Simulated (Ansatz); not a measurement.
Geometry optimisation of `F[Si](F)(O[SiH3])O[SiH3]`.

```yaml
crystal:
  periodic: [false, false, false]
  atoms:
    - {symbol: F, position_ang: [-2.623510, -0.704980, 0.022260]}
    - {symbol: Si, position_ang: [-1.087510, -1.088950, -0.084970]}
    - {symbol: F, position_ang: [-1.038750, -2.658430, -0.293560]}
    - {symbol: O, position_ang: [-0.443640, -0.402060, -1.364600]}
    - {symbol: Si, position_ang: [0.325800, 0.867070, -2.040050]}
    - {symbol: O, position_ang: [-0.377880, -0.725470, 1.288470]}
    - {symbol: Si, position_ang: [0.724820, 0.144810, 2.118880]}
    - {symbol: H, position_ang: [1.287770, 1.390810, -1.067020]}
    - {symbol: H, position_ang: [-0.699450, 1.855960, -2.365970]}
    - {symbol: H, position_ang: [0.959730, 0.263940, -3.207840]}
    - {symbol: H, position_ang: [0.412140, 1.561060, 1.926220]}
    - {symbol: H, position_ang: [0.514100, -0.321120, 3.484220]}
    - {symbol: H, position_ang: [2.046370, -0.182650, 1.583970]}
basis:
  gaussian: {orbitals: def2-TZVP}
hamiltonian: {xc: pbe0, dispersion: d4}
relax: {f_tol: 0.005, max_steps: 150}
```

```sh
$ ansatz run in.yaml --threads 2 --pin off --events-out ev --progress --plain --max-ram 32768MiB --backend cuda --devices 0, --max-vram 18GiB
```

Output, abridged:

```
Functional definition: PBE0
mean field -33252.50214205 eV, -1222.0069143650 hartree, gradient 8.5e-5 eV, S^2 0.000000; 0 other end points of the search recorded, 0 dependent functions left out
relax step   1: F+E_penalty+E_count = -33252.81714209 eV  Δ(F+E_penalty+E_count) = +0.000e0 eV  max|allowed force component| = 7.545e-1 eV/Å  Δτ_max = 0.0000 Å  (28 SCF iters, accepted)
mean field -33252.62292522 eV, -1222.0113530645 hartree, gradient 1.6e-5 eV, S^2 0.000000; 0 other end points of the search recorded, 0 dependent functions left out
relax step   2: F+E_penalty+E_count = -33252.93535911 eV  Δ(F+E_penalty+E_count) = -1.182e-1 eV  max|allowed force component| = 5.513e-1 eV/Å  Δτ_max = 0.0950 Å  (30 SCF iters, accepted)
mean field -33252.63020663 eV, -1222.0116206513 hartree, gradient 1.4e-5 eV, S^2 0.000000; 0 other end points of the search recorded, 0 dependent functions left out
relax step   3: F+E_penalty+E_count = -33252.94232954 eV  Δ(F+E_penalty+E_count) = -6.970e-3 eV  max|allowed force component| = 2.829e-1 eV/Å  Δτ_max = 0.0242 Å  (31 SCF iters, accepted)
mean field -33252.63076393 eV, -1222.0116411316 hartree, gradient 1.4e-5 eV, S^2 0.000000; 0 other end points of the search recorded, 0 dependent functions left out
relax step   4: F+E_penalty+E_count = -33252.94254730 eV  Δ(F+E_penalty+E_count) = -2.178e-4 eV  max|allowed force component| = 1.236e-1 eV/Å  Δτ_max = 0.0353 Å  (30 SCF iters, accepted)
mean field -33252.63277631 eV, -1222.0117150855 hartree, gradient 1.4e-5 eV, S^2 0.000000; 0 other end points of the search recorded, 0 dependent functions left out
relax step   5: F+E_penalty+E_count = -33252.94457102 eV  Δ(F+E_penalty+E_count) = -2.024e-3 eV  max|allowed force component| = 2.594e-2 eV/Å  Δτ_max = 0.0157 Å  (30 SCF iters, accepted)
mean field -33252.63376925 eV, -1222.0117515753 hartree, gradient 1.4e-5 eV, S^2 0.000000; 0 other end points of the search recorded, 0 dependent functions left out
relax step   6: F+E_penalty+E_count = -33252.94507054 eV  Δ(F+E_penalty+E_count) = -4.995e-4 eV  max|allowed force component| = 4.218e-3 eV/Å  Δτ_max = 0.0224 Å  (30 SCF iters, accepted)
mean field -33252.63449132 eV, -1222.0117781108 hartree, gradient 1.4e-5 eV, S^2 0.000000; 0 other end points of the search recorded, 0 dependent functions left out
relax step   7: F+E_penalty+E_count = -33252.94523735 eV  Δ(F+E_penalty+E_count) = -1.668e-4 eV  max|allowed force component| = 1.341e-2 eV/Å  Δτ_max = 0.0233 Å  (30 SCF iters, accepted)
mean field -33252.63528420 eV, -1222.0118072487 hartree, gradient 1.4e-5 eV, S^2 0.000000; 0 other end points of the search recorded, 0 dependent functions left out
relax step   8: F+E_penalty+E_count = -33252.94518902 eV  Δ(F+E_penalty+E_count) = +4.833e-5 eV  max|allowed force component| = 3.151e-2 eV/Å  Δτ_max = 0.0414 Å  (30 SCF iters, rejected (line search))
mean field -33252.63502831 eV, -1222.0117978447 hartree, gradient 1.4e-5 eV, S^2 0.000000; 0 other end points of the search recorded, 0 dependent functions left out
relax step   9: F+E_penalty+E_count = -33252.94535034 eV  Δ(F+E_penalty+E_count) = -1.130e-4 eV  max|allowed force component| = 5.792e-3 eV/Å  Δτ_max = 0.0202 Å  (30 SCF iters, accepted)
mean field -33252.63587094 eV, -1222.0118288110 hartree, gradient 1.4e-5 eV, S^2 0.000000; 0 other end points of the search recorded, 0 dependent functions left out
relax step  10: F+E_penalty+E_count = -33252.94541341 eV  Δ(F+E_penalty+E_count) = -6.308e-5 eV  max|allowed force component| = 1.108e-2 eV/Å  Δτ_max = 0.0486 Å  (29 SCF iters, accepted)
mean field -33252.63593785 eV, -1222.0118312697 hartree, gradient 1.8e-5 eV, S^2 0.000000; 0 other end points of the search recorded, 0 dependent functions left out
relax step  11: F+E_penalty+E_count = -33252.94546437 eV  Δ(F+E_penalty+E_count) = -5.096e-5 eV  max|allowed force component| = 1.004e-2 eV/Å  Δτ_max = 0.0069 Å  (23 SCF iters, accepted)
mean field -33252.63582435 eV, -1222.0118270987 hartree, gradient 1.4e-5 eV, S^2 0.000000; 0 other end points of the search recorded, 0 dependent functions left out
relax step  12: F+E_penalty+E_count = -33252.94558132 eV  Δ(F+E_penalty+E_count) = -1.169e-4 eV  max|allowed force component| = 1.791e-3 eV/Å  Δτ_max = 0.0160 Å  (30 SCF iters, accepted)
mean field -33252.63542696 eV, -1222.0118124949 hartree, gradient 1.7e-5 eV, S^2 0.000000; 0 other end points of the search recorded, 0 dependent functions left out
relax step  13: F+E_penalty+E_count = -33252.94586106 eV  Δ(F+E_penalty+E_count) = -2.797e-4 eV  max|allowed force component| = 1.991e-2 eV/Å  Δτ_max = 0.0804 Å  (29 SCF iters, accepted)
mean field -33252.63522751 eV, -1222.0118051653 hartree, gradient 1.6e-5 eV, S^2 0.000000; 0 other end points of the search recorded, 0 dependent functions left out
relax step  14: F+E_penalty+E_count = -33252.94594134 eV  Δ(F+E_penalty+E_count) = -8.027e-5 eV  max|allowed force component| = 2.421e-2 eV/Å  Δτ_max = 0.0289 Å  (30 SCF iters, accepted)
mean field -33252.63516580 eV, -1222.0118028977 hartree, gradient 1.5e-5 eV, S^2 0.000000; 0 other end points of the search recorded, 0 dependent functions left out
relax step  15: F+E_penalty+E_count = -33252.94602953 eV  Δ(F+E_penalty+E_count) = -8.820e-5 eV  max|allowed force component| = 1.985e-2 eV/Å  Δτ_max = 0.0172 Å  (30 SCF iters, accepted)
mean field -33252.63503394 eV, -1222.0117980517 hartree, gradient 1.6e-5 eV, S^2 0.000000; 0 other end points of the search recorded, 0 dependent functions left out
relax step  16: F+E_penalty+E_count = -33252.94611500 eV  Δ(F+E_penalty+E_count) = -8.546e-5 eV  max|allowed force component| = 1.728e-2 eV/Å  Δτ_max = 0.0215 Å  (30 SCF iters, accepted)
mean field -33252.63472774 eV, -1222.0117867992 hartree, gradient 1.6e-5 eV, S^2 0.000000; 0 other end points of the search recorded, 0 dependent functions left out
relax step  17: F+E_penalty+E_count = -33252.94620249 eV  Δ(F+E_penalty+E_count) = -8.750e-5 eV  max|allowed force component| = 1.223e-2 eV/Å  Δτ_max = 0.0392 Å  (29 SCF iters, accepted)
[...]
relax step  38: F+E_penalty+E_count = -33252.94922849 eV  Δ(F+E_penalty+E_count) = -4.495e-5 eV  max|allowed force component| = 1.475e-2 eV/Å  Δτ_max = 0.0415 Å  (30 SCF iters, accepted)
mean field -33252.64005848 eV, -1222.0119827003 hartree, gradient 1.3e-5 eV, S^2 0.000000; 0 other end points of the search recorded, 0 dependent functions left out
relax step  39: F+E_penalty+E_count = -33252.94924322 eV  Δ(F+E_penalty+E_count) = -1.473e-5 eV  max|allowed force component| = 1.840e-2 eV/Å  Δτ_max = 0.0276 Å  (30 SCF iters, accepted)
mean field -33252.64017053 eV, -1222.0119868179 hartree, gradient 1.3e-5 eV, S^2 0.000000; 0 other end points of the search recorded, 0 dependent functions left out
relax step  40: F+E_penalty+E_count = -33252.94927677 eV  Δ(F+E_penalty+E_count) = -3.355e-5 eV  max|allowed force component| = 1.636e-2 eV/Å  Δτ_max = 0.0126 Å  (31 SCF iters, accepted)
mean field -33252.64034598 eV, -1222.0119932657 hartree, gradient 1.3e-5 eV, S^2 0.000000; 0 other end points of the search recorded, 0 dependent functions left out
relax step  41: F+E_penalty+E_count = -33252.94932488 eV  Δ(F+E_penalty+E_count) = -4.811e-5 eV  max|allowed force component| = 1.405e-2 eV/Å  Δτ_max = 0.0215 Å  (30 SCF iters, accepted)
mean field -33252.64067390 eV, -1222.0120053164 hartree, gradient 1.4e-5 eV, S^2 0.000000; 0 other end points of the search recorded, 0 dependent functions left out
relax step  42: F+E_penalty+E_count = -33252.94938666 eV  Δ(F+E_penalty+E_count) = -6.178e-5 eV  max|allowed force component| = 1.813e-2 eV/Å  Δτ_max = 0.0474 Å  (29 SCF iters, accepted)
mean field -33252.64083242 eV, -1222.0120111421 hartree, gradient 1.3e-5 eV, S^2 0.000000; 0 other end points of the search recorded, 0 dependent functions left out
relax step  43: F+E_penalty+E_count = -33252.94941848 eV  Δ(F+E_penalty+E_count) = -3.181e-5 eV  max|allowed force component| = 2.251e-2 eV/Å  Δτ_max = 0.0215 Å  (30 SCF iters, accepted)
mean field -33252.64095304 eV, -1222.0120155747 hartree, gradient 1.3e-5 eV, S^2 0.000000; 0 other end points of the search recorded, 0 dependent functions left out
relax step  44: F+E_penalty+E_count = -33252.94945400 eV  Δ(F+E_penalty+E_count) = -3.552e-5 eV  max|allowed force component| = 1.985e-2 eV/Å  Δτ_max = 0.0146 Å  (31 SCF iters, accepted)
mean field -33252.64128846 eV, -1222.0120279011 hartree, gradient 1.3e-5 eV, S^2 0.000000; 0 other end points of the search recorded, 0 dependent functions left out
relax step  45: F+E_penalty+E_count = -33252.94953334 eV  Δ(F+E_penalty+E_count) = -7.934e-5 eV  max|allowed force component| = 1.898e-2 eV/Å  Δτ_max = 0.0416 Å  (30 SCF iters, accepted)
mean field -33252.64158074 eV, -1222.0120386423 hartree, gradient 1.3e-5 eV, S^2 0.000000; 0 other end points of the search recorded, 0 dependent functions left out
relax step  46: F+E_penalty+E_count = -33252.94958590 eV  Δ(F+E_penalty+E_count) = -5.256e-5 eV  max|allowed force component| = 2.125e-2 eV/Å  Δτ_max = 0.0369 Å  (30 SCF iters, accepted)
mean field -33252.64181232 eV, -1222.0120471527 hartree, gradient 1.3e-5 eV, S^2 0.000000; 0 other end points of the search recorded, 0 dependent functions left out
relax step  47: F+E_penalty+E_count = -33252.94962170 eV  Δ(F+E_penalty+E_count) = -3.580e-5 eV  max|allowed force component| = 2.623e-2 eV/Å  Δτ_max = 0.0264 Å  (30 SCF iters, accepted)
mean field -33252.64206049 eV, -1222.0120562728 hartree, gradient 1.3e-5 eV, S^2 0.000000; 0 other end points of the search recorded, 0 dependent functions left out
relax step  48: F+E_penalty+E_count = -33252.94966196 eV  Δ(F+E_penalty+E_count) = -4.027e-5 eV  max|allowed force component| = 2.580e-2 eV/Å  Δτ_max = 0.0275 Å  (30 SCF iters, accepted)
mean field -33252.64231647 eV, -1222.0120656798 hartree, gradient 1.3e-5 eV, S^2 0.000000; 0 other end points of the search recorded, 0 dependent functions left out
relax step  49: F+E_penalty+E_count = -33252.94971174 eV  Δ(F+E_penalty+E_count) = -4.978e-5 eV  max|allowed force component| = 1.954e-2 eV/Å  Δτ_max = 0.0257 Å  (30 SCF iters, accepted)
mean field -33252.64275379 eV, -1222.0120817509 hartree, gradient 1.3e-5 eV, S^2 0.000000; 0 other end points of the search recorded, 0 dependent functions left out
relax step  50: F+E_penalty+E_count = -33252.94976135 eV  Δ(F+E_penalty+E_count) = -4.961e-5 eV  max|allowed force component| = 1.575e-2 eV/Å  Δτ_max = 0.0431 Å  (29 SCF iters, accepted)
mean field -33252.64301417 eV, -1222.0120913197 hartree, gradient 1.3e-5 eV, S^2 0.000000; 0 other end points of the search recorded, 0 dependent functions left out
relax step  51: F+E_penalty+E_count = -33252.94979186 eV  Δ(F+E_penalty+E_count) = -3.051e-5 eV  max|allowed force component| = 9.944e-3 eV/Å  Δτ_max = 0.0286 Å  (30 SCF iters, accepted)
mean field -33252.64308468 eV, -1222.0120939110 hartree, gradient 2.2e-5 eV, S^2 0.000000; 0 other end points of the search recorded, 0 dependent functions left out
relax step  52: F+E_penalty+E_count = -33252.94980189 eV  Δ(F+E_penalty+E_count) = -1.003e-5 eV  max|allowed force component| = 7.183e-3 eV/Å  Δτ_max = 0.0077 Å  (23 SCF iters, accepted)
mean field -33252.64319795 eV, -1222.0120980737 hartree, gradient 1.3e-5 eV, S^2 0.000000; 0 other end points of the search recorded, 0 dependent functions left out
relax step  53: F+E_penalty+E_count = -33252.94981256 eV  Δ(F+E_penalty+E_count) = -1.066e-5 eV  max|allowed force component| = 2.791e-3 eV/Å  Δτ_max = 0.0135 Å  (31 SCF iters, accepted)
mean field -33252.64328072 eV, -1222.0121011153 hartree, gradient 1.2e-5 eV, S^2 0.000000; 0 other end points of the search recorded, 0 dependent functions left out
relax step  54: F+E_penalty+E_count = -33252.94981551 eV  Δ(F+E_penalty+E_count) = -2.957e-6 eV  max|allowed force component| = 2.212e-3 eV/Å  Δτ_max = 0.0105 Å  (24 SCF iters, accepted)
mean field -33252.64328072 eV, -1222.0121011153 hartree, gradient 1.3e-5 eV, S^2 0.000000; 1 other end points of the search recorded, 0 dependent functions left out
Total energy: -33252.94985645 eV, -1222.0233675654 hartree
Atom 0 at    -2.712608    -0.636299    -0.054061 Å, force     0.002212    -0.000939     0.000611 eV/Å
Atom 1 at    -1.166516    -0.931443    -0.042502 Å, force     0.000231    -0.000820    -0.000950 eV/Å
Atom 2 at    -0.997199    -2.496930     0.009576 Å, force    -0.001439     0.001786    -0.000205 eV/Å
Atom 3 at    -0.503237    -0.395457    -1.393808 Å, force     0.001832    -0.000223     0.000315 eV/Å
Atom 4 at     0.287793     0.777503    -2.225998 Å, force    -0.001588    -0.000887     0.000209 eV/Å
Atom 5 at    -0.535846    -0.266090     1.266141 Å, force    -0.001390     0.001122     0.001494 eV/Å
Atom 6 at     0.736447     0.069780     2.247267 Å, force    -0.000713     0.000197    -0.001530 eV/Å
Atom 7 at     0.923150     1.720163    -1.269928 Å, force     0.000271     0.000256     0.000094 eV/Å
Atom 8 at    -0.680836     1.505054    -3.079741 Å, force    -0.000161     0.000321    -0.000082 eV/Å
Atom 9 at     1.325113     0.132847    -3.064162 Å, force     0.000311     0.000016    -0.000065 eV/Å
Atom 10 at     0.475214     1.369952     2.906960 Å, force    -0.000257     0.000152     0.000227 eV/Å
Atom 11 at     0.869539    -1.002388     3.261940 Å, force     0.000169    -0.000772     0.000299 eV/Å
Atom 12 at     1.978976     0.153296     1.438328 Å, force     0.000522    -0.000208    -0.000417 eV/Å
Dipole moment:     0.369558     0.298281     0.012849 e Å
```

It took 100 s on 2 threads of an AMD EPYC 7R13 on a shared host and a share of an NVIDIA H100 80 GB, with 0.94 GiB of host memory at the peak.
